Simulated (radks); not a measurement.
Values are calculated unless marked as measured or tabulated.
The caesium anion Cs-, [Xe] 6s2, held by a Watson sphere: a shell of charge +1 at radius R that stands for the Madelung well of a crystal (potential energy -1/R inside, -1/r outside, in hartree with lengths in bohr). Level of theory: scalar-relativistic Kohn-Sham, LB94 model potential, spin-polarised, spherical densities, finite nucleus; Fermi nuclear charge, rms radius of each element as measured or else 0.836 A^(1/3) + 0.57 fm (a radial shooting solver on a logarithmic mesh with Libxc functionals). Response by self-consistent Sternheimer equations with the Hartree and adiabatic LDA kernel, the relativistic mass of each level held fixed and spin-orbit coupling left out. The sphere does not respond.

\begin{tabular}{lrrrrrrr}
R (bohr) & e(5s) (eV) & e(5p) (eV) & e(6s) (eV) & <r> 6s (bohr) & sum of <r^2> (bohr^2) & X-ray form factor at sin(theta)/lambda = 0.1 1/angstrom & alpha (bohr^3) \\ \hline
4.45 & -31.373 & -17.741 & -5.273 & 4.930 & 105.6 & 50.831 & 272.3 \\
4.46 & -31.365 & -17.734 & -5.268 & 4.932 & 105.6 & 50.831 & 272.9 \\
4.53 & -31.313 & -17.680 & -5.238 & 4.951 & 106.0 & 50.827 & 277.4 \\
5.21 & -30.889 & -17.250 & -4.943 & 5.129 & 110.2 & 50.793 & 325.1 \\
5.42 & -30.782 & -17.141 & -4.853 & 5.181 & 111.5 & 50.785 & 340.9 \\
6.19 & -30.449 & -16.804 & -4.535 & 5.354 & 115.9 & 50.764 & 401.0 \\
\end{tabular}
